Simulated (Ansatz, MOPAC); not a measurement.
Molecule: C₃H₈O, net charge 0, singlet state. SMILES: CCCO
Geometry: optimised at B3LYP-D3(BJ)/def2-TZVP (Ansatz, a program for electronic structure).

Wanted: vertical ionisation energy to the doublet, in eV. Set-up: non-relativistic; no dispersion term unless named; 6-31G* and kin with 6d, 5d where marked; UHF or UKS for open shells; no spin-orbit coupling; each state is the SCF solution reached for its charge and spin. Ab initio and DFT rows: single points at B3LYP-D3(BJ) geometries (Ansatz). Semi-empirical rows: differences of heats of formation at the shared geometry for vertical values.

| species | coefficient | E at B3LYP/6-31G* (Ansatz), Eh | E at PBE0/def2-TZVPD (Ansatz), Eh | heat of formation at AM1 (MOPAC), kcal/mol |
|---|---|---|---|---|
| charge 1, doublet | +1 | -193.97359 | -193.82006 | 173.64 |
| charge 0, singlet | -1 | -194.34728 | -194.20086 | -66.92 |

 1 Eh = 27.2114 eV and 1 eV = 23.0605 kcal/mol.

Question: Work the quantity out at each level.

Answer: 
- B3LYP/6-31G*: the sum of coefficient times E is 0.37369 Eh, or 10.169 eV. Result: 10.17 eV.
- PBE0/def2-TZVPD: the sum of coefficient times E is 0.38080 Eh, or 10.362 eV. Result: 10.36 eV.
- AM1: the sum of coefficient times heat of formation is 240.56 kcal/mol, or 10.43 eV.
